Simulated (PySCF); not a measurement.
H₂O₂S₂, SMILES OSSO.

The structure is a stationary point at B3LYP-D3(BJ)/def2-SVP. Other conformers were not sampled.

Level of theory: TDDFT-M06-2X/def2-SVPD run with PySCF.

Vertical excitations.  State labels are in the subgroup C2.

```
state  symmetry  energy (eV)  λ (nm)      f                                                                 main pairs
-----  --------  -----------  ------  -----  -------------------------------------------------------------------------
S1            A         5.09     244  0.003                       HOMO→LUMO 51 %, HOMO−1→LUMO+1 26 %, HOMO→LUMO+3 10 %
S2            B         5.17     240  0.004                                         HOMO→LUMO+1 52 %, HOMO−1→LUMO 26 %
S3            B         5.43     228  0.003                                         HOMO→LUMO+2 66 %, HOMO→LUMO+1 18 %
S4            A         5.77     215  0.003                                     HOMO−1→LUMO+2 56 %, HOMO−1→LUMO+1 32 %
S5            B         6.04     205  0.004                                                         HOMO−2→LUMO+1 63 %
S6            A         6.05     205  0.005  HOMO−1→LUMO+1 32 %, HOMO→LUMO 29 %, HOMO−1→LUMO+2 23 %, HOMO−1→LUMO+6 6 %
S7            A         6.25     198  0.004                                                           HOMO−2→LUMO 73 %
S8            B         6.37     195  0.047  HOMO−1→LUMO 31 %, HOMO−2→LUMO+2 20 %, HOMO−2→LUMO+1 19 %, HOMO→LUMO+1 8 %
S9            A         6.77     183  0.010                                           HOMO→LUMO+3 75 %, HOMO→LUMO 13 %
S10           B         7.16     173  0.036                                       HOMO−1→LUMO+3 66 %, HOMO−1→LUMO 15 %
T1            B         4.35     285      0                                         HOMO→LUMO+1 68 %, HOMO−1→LUMO 13 %
T2            A         4.50     276      0                       HOMO→LUMO 42 %, HOMO−1→LUMO+1 35 %, HOMO→LUMO+3 10 %
T3            B         4.90     253      0                                         HOMO→LUMO+2 65 %, HOMO−1→LUMO 12 %
T4            A         5.06     245      0                     HOMO−1→LUMO+2 49 %, HOMO−1→LUMO+1 21 %, HOMO→LUMO 13 %
```
Triplets are in the Tamm–Dancoff approximation, which puts them higher than full response would, so one can lie above its singlet here.
